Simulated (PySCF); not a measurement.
**Polarisability and C₆ of Sc²⁺ (scandium, charge +2)**

[Ar] 4s1, 2S determinant (an excited configuration). Calculation: PySCF 2.14, in aug-cc-pwCVTZ; the non-relativistic Hamiltonian (point nucleus). Coupled (time-dependent) response in atomic units; α is the mean over directions.

```json
{"method": "UHF", "mean α (bohr³)": "42.91", "C₆ (like pair)": "229.7", "S(−4)": "1814"}
{"method": "PBE", "mean α (bohr³)": "36.31", "C₆ (like pair)": "181.1", "S(−4)": "1307"}
```

S(−4) is the Cauchy moment in α(ω) = α(0) + S(−4) ω² + …

α(iu) at UHF:

```json
{"u (hartree)": "0", "α(iu) (bohr³)": "42.91"}
{"u (hartree)": "0.0500", "α(iu) (bohr³)": "38.83"}
{"u (hartree)": "0.100", "α(iu) (bohr³)": "30.37"}
{"u (hartree)": "0.200", "α(iu) (bohr³)": "16.86"}
{"u (hartree)": "0.300", "α(iu) (bohr³)": "10.33"}
{"u (hartree)": "0.500", "α(iu) (bohr³)": "5.419"}
{"u (hartree)": "0.750", "α(iu) (bohr³)": "3.400"}
{"u (hartree)": "1.00", "α(iu) (bohr³)": "2.494"}
{"u (hartree)": "1.50", "α(iu) (bohr³)": "1.585"}
{"u (hartree)": "2.00", "α(iu) (bohr³)": "1.105"}
{"u (hartree)": "3.00", "α(iu) (bohr³)": "0.6217"}
{"u (hartree)": "5.00", "α(iu) (bohr³)": "0.2790"}
```

A single London oscillator, α(iu) = α/(1 + u²/ω²), gives C₆ = (3/4) ω α². Matching the computed C₆ needs ω = 4 × 229.7 / (3 × 42.91²) = 0.166 hartree.

For an ion, C₆ is the dispersion term alone; charge-induced terms of lower order in 1/R come first.
